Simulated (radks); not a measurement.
Values are calculated unless marked as measured or tabulated.
The nuclear charge of the rubidium ion Rb2+ is varied continuously with 35 electrons held in [Ar] 3d10 4s2 4p5. Code: a radial shooting solver on a logarithmic mesh with Libxc functionals. Model: scalar-relativistic Kohn-Sham, BLYP, spin-polarised, spherical densities, finite nucleus; open shells are filled with parallel spins first (spin-orbit coupling, left out, can overturn this in heavy ions); Fermi nuclear charge, rms radius 4.2036 fm. By the Hellmann-Feynman theorem dE/dZ = E(electron-nucleus)/Z, the electronic potential at the nucleus (averaged over a nucleus of fixed radius). The scalar-relativistic energy here is not variational (the density holds large components alone), so the two differ by a part that grows with Z.

| Z | E (hartree) | E(electron-nucleus)/Z (hartree) | HOMO | e(HOMO) (eV) | <r> HOMO (bohr) |
|---|---|---|---|---|---|
| 36 | -2790.17776 | -186.517 | 4p | -18.949 | 1.840 |
| 36.25 | -2837.10118 | -188.249 | 4p | -22.257 | 1.785 |
| 36.5 | -2884.45958 | -189.981 | 4p | -25.716 | 1.735 |
| 36.75 | -2932.25298 | -191.714 | 4p | -29.321 | 1.688 |
| 37 | -2980.48144 | -193.446 | 4p | -33.069 | 1.644 |
| 37.25 | -3029.14508 | -195.178 | 4p | -36.957 | 1.604 |
| 37.5 | -3078.24401 | -196.911 | 4p | -40.983 | 1.566 |
| 37.75 | -3127.77841 | -198.645 | 4p | -45.144 | 1.530 |
| 38 | -3177.74847 | -200.379 | 4p | -49.438 | 1.497 |

The central difference of E at Z = 37 is -193.784 hartree, to compare with the third column; the second derivative is -6.96 hartree.
